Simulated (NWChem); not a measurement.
Molecule: C4H3S, doublet; SMILES [c]1sccc1

All runs: NWChem. Spin-unrestricted. Spin-contaminated determinants: UHF/3-21G (<S²> = 1.31). In the optimisation the excess spin sits in a' (Cs, its own frame). No stability test was run on the SCF state. Each level has its own optimisation; frequencies are unscaled. Brackets give each atom's bonded neighbours.

For level PBE0/def2-SVP:

| Property | Value |
|---|---|
| r C–S [C(CS)–S(CC)] (Å) | 1.700 |
| r C–H [C(CCH)–H(C)] (Å) | 1.091 |
| highest harmonic frequency (cm⁻¹) | 3273 |
| zero-point energy (kcal/mol) | 34.2 |
| dipole (D) | 1.11 |

### Question
What are these values for level UHF/3-21G?

### Answer
| Quantity | Value |
|---|---|
| r C–S [C(CS)–S(CC)] (Å) | 1.810 |
| r C–H [C(CCH)–H(C)] (Å) | 1.069 |
| highest harmonic frequency (cm⁻¹) | 3455 |
| zero-point energy (kcal/mol) | 35.7 |
| dipole (D) | 2.02 |
